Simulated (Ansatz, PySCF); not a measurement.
The molecule NaBe-, closed-shell singlet (lowest of 2S+1 = 1, 3 at CCSD(T)/def2-TZVPP on PBE0 minima; our sources give no spin for the ground state, which may be another).

Constants: fifth-degree fit in 1/R to seven points, most abundant isotopes. In def2 and cc sets the state is the lowest found near the PBE0 minimum, followed along R. The singlet is held restricted. HF and MP2 rows in def2 and cc sets belong to the determinant that coupled cluster picked by its CCSD energy.

Codes used: Ansatz (Gaussian basis) for Hartree–Fock, density functionals and correlated methods; PySCF for 6-31G* rows. Values without a source in brackets are computed.

```csv
level,r_e (Å),ω_e (cm⁻¹),α_e (cm⁻¹),ω_e x_e (cm⁻¹)
PBE/def2-TZVPP,3.244,148,0.0055,2.4
BP86/6-31G*,3.314,132,0.0057,2.3
r2SCAN/def2-TZVPP,3.289,144,0.0054,2.4
B97M-V/def2-TZVPP,3.398,120,0.0057,2.4
B3LYP/6-31G*,3.401,114,0.0064,2.4
B3LYP/def2-TZVPP,3.298,133,0.0062,2.6
PBE0/def2-TZVPP,3.307,137,0.0056,2.3
BHLYP/def2-TZVPP,3.411,114,0.0067,2.5
CAM-B3LYP/def2-TZVPP,3.360,120,0.0066,2.5
wB97X-V/def2-TZVPP,3.492,105,0.0064,2.1
wB97M-V/def2-TZVPP,3.426,117,0.0047,1.4
B2PLYP/def2-TZVPP,3.328,129,0.0062,2.6
MP2/def2-TZVPP,3.430,115,0.0068,2.8
MP2/def2-QZVPP,3.310,131,0.0064,3.1
SCS-MP2/def2-QZVPP,3.364,120,0.0072,3.4
CCSD/def2-QZVPP,3.363,117,0.0077,3.9
CCSD(T)/def2-TZVPP,3.365,123,0.0070,3.2
CCSD(T)/def2-QZVPP,3.231,145,0.0061,3.1
```

Correlated levels freeze the inner cores; with def2 sets outer-core shells near the valence are correlated too. Rows in 6-31G* carry no dispersion term and start afresh at each structure (6-31G* with six Cartesian d functions).

Doubts at one or more of the structures used: a restricted determinant that unrestricted orbitals would lower (B2PLYP/def2-TZVPP, MP2/def2-TZVPP, MP2/def2-QZVPP, SCS-MP2/def2-QZVPP, CCSD/def2-QZVPP, CCSD(T)/def2-TZVPP, CCSD(T)/def2-QZVPP).

Ansatz is a program for electronic structure.
